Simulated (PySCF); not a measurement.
# Relaxation of triplet BrWN

Method: UPBE/[W def2-SVP with ECP60, N def2-SVP, Br def2-SVP], scalar-relativistic core potentials, density fitting, no spin–orbit coupling, PySCF. A (50,194) grid was used.

A start displaced from a saddle point along its imaginary mode, of Cs symmetry, held to at least that symmetry:

```xyz
3
charge 0 multiplicity 3, angstrom
W     0.0028   -0.0313   -0.6465
N    -0.0222    0.2490   -2.3236
Br   -0.0026    0.0289    1.9191
```

**Question.** What does it relax to?

**Answer.** It ends at Cs with W–Br 2.436 Å, W–N 1.675 Å; Br–W–N 106.9° (after a last refinement on a finer grid). A frequency run shows a minimum.

**Question.** How much energy is released, and in how many steps?

**Answer.** 102.6 kJ/mol in 10 steps.

Other spin states or occupations of the open shell can lie lower. With an element this heavy the missing spin–orbit coupling can shift these numbers.
